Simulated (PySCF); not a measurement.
Si(H)(SiH3) (H4Si2), SMILES [SiH][SiH3] (connectivity only; charge and spin as stated), neutral, multiplicity 1. Geometry: PBE-D3(BJ)/def2-TZVP. The isomer is the one that the SMILES or the coordinates give; other isomers of the formula were not compared.

All values below come from PySCF 2.14.0 with PBE-D3(BJ)/def2-TZVP.

Harmonic wavenumbers (cm⁻¹): 127, 260, 400, 417, 676, 804, 868, 915, 1967, 2066, 2137, 2155. Rotational constants (GHz): 62.25, 5.485, 5.343; symmetry number 1.

Problem. Work out the zero-point energy and the ideal-gas rigid-rotor harmonic-oscillator thermochemistry at 298.15 K and 1 atm.

Solution. ZPE = ½ Σ hcν = ½ × 12792 cm⁻¹ = 18.29 kcal/mol. H − E(el) = 21.96 kcal/mol. Entropy in cal/(mol K): translation 38.21, rotation 22.69, vibration 7.35, total 68.25. G − E(el) = 1.61 kcal/mol. Cp = 17.10 cal/(mol K). Modes under 150 cm⁻¹ make the vibrational entropy uncertain.
